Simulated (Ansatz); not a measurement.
Geometry optimisation, RKS r2SCAN-D4/def2-SVP (Ansatz 0.2.0).

Input file:

```yaml
crystal:
  periodic: [false, false, false]
  atoms:
    - { symbol: B, position_ang: [-0.002446, 0.416476, -0.509856] }
    - { symbol: "N", position_ang: [-0.019999, 0.047654, 2.198957] }
    - { symbol: H, position_ang: [-0.745042, -0.40853, 2.751249] }
    - { symbol: H, position_ang: [0.820558, 0.148109, 2.767572] }
    - { symbol: H, position_ang: [1.017798, -0.110637, -0.862715] }
    - { symbol: F, position_ang: [-1.174463, -0.1568, -0.713853] }
    - { symbol: F, position_ang: [-0.012388, 1.65896, -0.045323] }
    - { symbol: H, position_ang: [-0.342118, 1.003167, 1.952669] }
basis:
  gaussian: { orbitals: def2-SVP }
hamiltonian:
  xc: r2scan
  dispersion: d4
relax:
  f_tol: 0.03
  max_steps: 50
```

Command:

```bash
$ ansatz run input.yaml --threads 2 --pin off --max-ram 3072MiB --backend cpu --events-out ev --progress --plain --runs-dir out
```

Question: Where does it end, and by what steps?

Answer: The forces met the threshold. After 14 steps the energy has fallen by 0.735 eV; H3 moved furthest, 0.85 Å. Joined: B1–N2 (2.73 → 1.69 Å).

```tsv
step	energy less start (eV)	largest force component (eV/Å)	accepted
0	0.0000	0.731	yes
1	0.0207	1.371	no
2	-0.0559	0.646	yes
3	-0.1455	0.388	yes
4	-0.2767	0.514	yes
5	-0.4833	0.872	yes
6	-0.6378	1.721	yes
7	-0.5162	1.237	no
8	-0.6978	0.690	yes
9	-0.7211	0.109	yes
10	-0.7272	0.230	yes
11	-0.7274	0.439	yes
12	-0.7345	0.043	yes
13	-0.7348	0.048	yes
14	-0.7350	0.004	yes
```

```xyz
8
Properties=species:S:1:pos:R:3
B -0.010 0.364 0.080
N -0.059 0.246 1.764
H -0.330 -0.694 2.061
H 0.847 0.471 2.178
H 0.844 -0.443 -0.268
F -1.305 0.053 -0.279
F 0.308 1.691 -0.117
H -0.752 0.910 2.121
```

Run time: 20 s on 2 threads of Intel(R) Xeon(R) Platinum 8488C (Sapphire Rapids), on a shared host, peak memory 0.17 GiB.
